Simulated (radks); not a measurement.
Spin polarisation of the 5d4 shell in W2+. Start: [Xe] 4f14 5d(up 2, down 2); electrons of 5d are moved from spin down to spin up, other shells keep equal spins. All-electron calculation, non-relativistic Kohn-Sham, TPSS, spin-polarised, spherical densities, point nucleus; meta-GGA in the generalised Kohn-Sham scheme. Program: a radial shooting solver on a logarithmic mesh with Libxc functionals.

moment (Bohr magnetons)  E - E(0) (eV)  e(5d up) (eV)  e(5d down) (eV)  5p down minus up (eV)
0                                0.000        -20.386          -20.386                  0.000
1                               -0.183        -20.733          -19.999                  0.638
2                               -0.733        -21.039          -19.575                  1.282
3                               -1.645        -21.304          -19.124                  1.934
4                               -2.907        -21.514          -18.628                  2.587

At moment 4 the spin-polarisation energy is -2.907 eV and the 5d exchange splitting 2.886 eV, that is 0.721 eV per Bohr magneton; E = -I m^2/4 would give I = 0.727 eV.
